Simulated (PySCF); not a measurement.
BeH6O2Si2, SMILES [O]([SiH3])[Be][O][SiH3].

Coordinates come from a B3LYP-D3(BJ)/def2-SVP optimisation. The structure was generated by enumeration; whether it is a known compound was not checked. The values are those of a single conformer.

Computed with PBE/def2-TZVP in PySCF.

Isolated molecule, no solvent.

### Question
Estimate the frontier levels, gap, dipole moment and polarisability. (An estimate is asked for; the answer gives what the named calculation found.)

### Answer

| Item | Result |
|---|---|
| highest occupied level | -7.23 eV |
| lowest empty level | -1.35 eV |
| orbital gap | 5.88 eV |
| dipole moment | 0.00 D |
| quadrupole, principal values (traceless, Buckingham form, about the centre of nuclear charge) | -2.54, 1.27, 1.27 D·Å |
| mean static polarisability | 73.5 bohr³ (10.89 Å³) |
| polarisability, principal values | 64.2, 64.2, 92.1 bohr³ |
